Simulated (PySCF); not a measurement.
C3H6Si, SMILES C[SiH2]C#C (PBE/def2-SVP optimised geometry):

```
10

C      1.883    -0.769     0.000
C      0.654    -0.786     0.000
Si    -1.190    -0.786     0.000
C     -1.857     0.980     0.000
H      2.966    -0.757     0.001
H     -1.662    -1.531     1.220
H     -1.662    -1.531    -1.220
H     -1.508     1.531     0.896
H     -1.514     1.529    -0.900
H     -2.966     0.972     0.004
```

Calculation: PBE/def2-TZVP run with PySCF.

Question: What are the frontier orbital energies and the dipole moment?

Answer: HOMO-2 -8.21 eV, HOMO-1 -6.87 eV, HOMO -6.86 eV, LUMO -1.08 eV, LUMO+1 -0.96 eV; dipole moment 0.80 D.

Meta-Löwdin charges at PBE/def2-TZVP: C1 -0.16, C2 -0.27, Si3 0.60, C4 -0.58, H5 0.17, H6 -0.08, H7 -0.08, H8 0.14, H9 0.14, H10 0.13.
